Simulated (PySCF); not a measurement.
SMILES C[CH2][Ga]([NH2])[O]C, singlet (GFN2-xTB optimised geometry):

```
16

Ga    -0.542    -0.441     0.000
C      1.502    -0.441     0.000
C      2.082    -1.848     0.077
H      1.823     0.163     0.852
H      1.838     0.072    -0.904
H      1.780    -2.442    -0.786
H      1.739    -2.360     0.976
H      3.172    -1.811     0.099
O     -1.151     1.189     0.000
C     -2.188     2.141     0.016
H     -3.172     1.671     0.109
H     -2.043     2.817     0.864
H     -2.163     2.723    -0.910
N     -1.700    -1.880     0.160
H     -1.412    -2.817    -0.092
H     -2.673    -1.761    -0.102
```

Computed with PBE0/def2-TZVP (PySCF).

### Question
What are the frontier orbital energies and the dipole moment?

### Answer
HOMO-2 -7.78 eV, HOMO-1 -7.42 eV, HOMO -6.99 eV, LUMO 0.01 eV, LUMO+1 0.41 eV; dipole moment 1.20 D.

On the same geometry PBE/def2-TZVP in PySCF 2.14.0 gives HOMO-2 -6.29 eV, HOMO-1 -5.91 eV, HOMO -5.57 eV, LUMO -0.83 eV, LUMO+1 -0.40 eV; dipole moment 1.16 D.

Meta-Löwdin charges at PBE0/def2-TZVP: Ga1 0.78, C2 -0.40, C3 -0.33, H4 0.12, H5 0.12, H6 0.11, H7 0.11, H8 0.11, O9 -0.59, C10 -0.11, H11 0.10, H12 0.11, H13 0.11, N14 -0.69, H15 0.23, H16 0.23.
